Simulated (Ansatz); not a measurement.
Ideal-gas functions of C$_{2}$H$_{5}$BF (`[CH2]B(C)F`) radical at 400 K and 1 bar, from an Ansatz frequency run at PBE0-D4/def2-TZVP.

Molar mass 58.87 g/mol, point group Cs (symmetry number 1), electronic degeneracy 2, moments of inertia 53.969, 64.608, 115.501 u Å². Harmonic wavenumbers (cm⁻¹, unscaled): 43, 265, 302, 392, 439, 712, 743, 826, 877, 882, 1217, 1306, 1360, 1444, 1453, 1462, 3040, 3099, 3144, 3146, 3239.

Use S(trans) = R[1.5 ln M + 2.5 ln T − 1.1517]; rotational temperatures θ = 24.2544 K / I; S(rot) = R[ln(√π/σ · √(T³/θAθBθC)) + 1.5]; for each mode x = 1.438777 ν̃/T, S = R[x/(eˣ − 1) − ln(1 − e⁻ˣ)] and H = RT x/(eˣ − 1); 1 cm⁻¹ = 0.0119627 kJ/mol; R = 8.31446 J/(mol·K).

By hand: the entropy, in J/(mol·K).

Translation 165.8. Rotation: θ = 0.4494, 0.3754, 0.21 K, giving 105.8. Vibration, mode by mode: 23.84, 9.02, 8.02, 6.11, 5.33, 2.45, 2.24, 1.77, 1.53, 1.51, 0.57, 0.44, 0.37, 0.29, 0.28, 0.27, 0.00, 0.00, 0.00, 0.00, 0.00, in all 64.1. Electronic 5.8. Sum 341.5 J/(mol·K).

By hand: H − E and G − E in kJ/mol, counted from the electronic energy.

Zero-point energy ½ × 29391 × 0.0119627 = 175.8; thermal vibration 13.4; translation, rotation and pV give 4 RT = 13.3. H − E = 202.5 kJ/mol, and G − E = 202.5 − 400 × 341.5/1000 = 65.9 kJ/mol.

Vibration gives 19 % of the entropy, 23.8 J/(mol·K) of it from the mode under 150 cm⁻¹: soft modes count most, and the harmonic formula is weakest for them.
